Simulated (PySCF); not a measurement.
Two-component Hartree-Fock for F⁺ (fluorine, charge +1)

Start: [He] 2s2 2p4; 2p1/2 filled at m_j = +1/2; 2p3/2 filled at m_j = -1/2, +1/2, +3/2. Calculated with PySCF 2.14 in x2c-TZVPall-2c with one added diffuse shell each of s, p, d type (6s4p3d1f, 40 functions): generalised Hartree-Fock with the X2C-1e Hamiltonian and a Gaussian nucleus; one run each with spin-orbit coupling (SO) switched off, then screened by Boettger's factors. This is a chosen level, not necessarily the ground level.

```json
{"spinor shell": "1s1/2", "electrons": "2", "ε, spin-free (eV)": "-739.18", "ε, screened SO (eV)": "-739.17", "weight of nominal j (screened SO)": "1.000", "rms radius, screened SO (bohr)": "0.204"}
{"spinor shell": "2s1/2", "electrons": "2", "ε, spin-free (eV)": "-59.850", "ε, screened SO (eV)": "-59.847", "weight of nominal j (screened SO)": "1.000", "rms radius, screened SO (bohr)": "1.05"}
{"spinor shell": "2p3/2", "electrons": "3", "ε, spin-free (eV)": "-39.386", "ε, screened SO (eV)": "-40.705", "weight of nominal j (screened SO)": "0.662", "rms radius, screened SO (bohr)": "1.08"}
{"spinor shell": "2p1/2", "electrons": "1", "ε, spin-free (eV)": "-39.386", "ε, screened SO (eV)": "-35.440", "weight of nominal j (screened SO)": "0.664", "rms radius, screened SO (bohr)": "1.14"}
```

```csv
quantity,spin-free,screened SO
E (hartree),-98.92021,-98.92101
M_J,2,2
⟨J²⟩,6.007,6.007
⟨L²⟩,2.002,2.003
⟨S²⟩,2.004,2.004
```

Each row is a mean over spinors that exchange with the open shell spreads, by up to 11.073 eV (2s1/2).

Rows whose weight is well below 1 are mixtures of j = l ± 1/2: exchange outweighs spin-orbit coupling there, and the label is only the starting occupation.

Without spin-orbit coupling the j labels of p, d and f shells carry no meaning; the spin-free column gives the mean over the occupied spinors of each nl shell.
